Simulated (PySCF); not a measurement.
## Fractional electron number in Cl²⁺ (chlorine, charge +2)

The 3p alpha orbital of [Ne] 3s2 3p3 is emptied in steps (occupation f), with all orbitals relaxed, ending at [Ne] 3s2 3p2. Calculation: PySCF 2.14, in x2c-TZVPall; scalar relativity by spin-free X2C-1e. The exact energy is a straight line in f; departures are measured from the line between the end points of the same method.

```
  f  UHF (eV)  LDA (eV)  PBE (eV)  PBE0 (eV)  r2SCAN (eV)  LC-wPBE (eV)  BHandHLYP (eV)  wB97X (eV)  CAM-B3LYP (eV)  r2SCAN0 (eV)
  1     0.000     0.000     0.000      0.000        0.000         0.000           0.000       0.000           0.000         0.000
0.9     0.065    -0.598    -0.583     -0.423       -0.543        -0.158          -0.268      -0.191          -0.295        -0.395
0.7     0.151    -1.397    -1.360     -0.985       -1.255        -0.364          -0.623      -0.439          -0.688        -0.911
0.5     0.177    -1.665    -1.616     -1.168       -1.478        -0.428          -0.740      -0.514          -0.817        -1.071
0.3     0.147    -1.399    -1.353     -0.976       -1.226        -0.353          -0.619      -0.422          -0.683        -0.888
0.1     0.062    -0.599    -0.577     -0.415       -0.520        -0.147          -0.264      -0.176          -0.291        -0.376
  0     0.000     0.000     0.000      0.000        0.000         0.000           0.000       0.000           0.000         0.000
```

Question: For r2SCAN, how does the orbital energy at f = 1 compare with the removal energy?

Answer: −ε = 33.764 eV against a total-energy difference of 39.820 eV. By Janak's theorem ε = ∂E/∂f, so the gap between them reflects the curvature. Along the path −ε is 35.016 (f = 0.9), 37.494 (f = 0.7), 39.910 (f = 0.5), 42.232 (f = 0.3), 44.468 (f = 0.1) eV.

```tsv
method	E(f=0) − E(f=1) (eV)	−ε at f=1 (eV)	−ε at f=0.5 (eV)
UHF	38.943	39.675	38.932
LDA	39.652	33.021	39.645
PBE	39.575	33.093	39.597
PBE0	39.653	34.946	39.680
r2SCAN	39.820	33.764	39.910
LC-wPBE	39.757	38.001	39.791
BHandHLYP	39.432	36.456	39.444
wB97X	39.515	37.390	39.569
CAM-B3LYP	39.539	36.259	39.552
r2SCAN0	39.805	35.401	39.875
```

Reference removal energy between the ground levels: 39.8 ± 0.11 eV (semi-empirical (NIST evaluation); NIST Atomic Spectra Database, ionization energies). The calculation has no spin-orbit coupling. UHF lacks correlation.
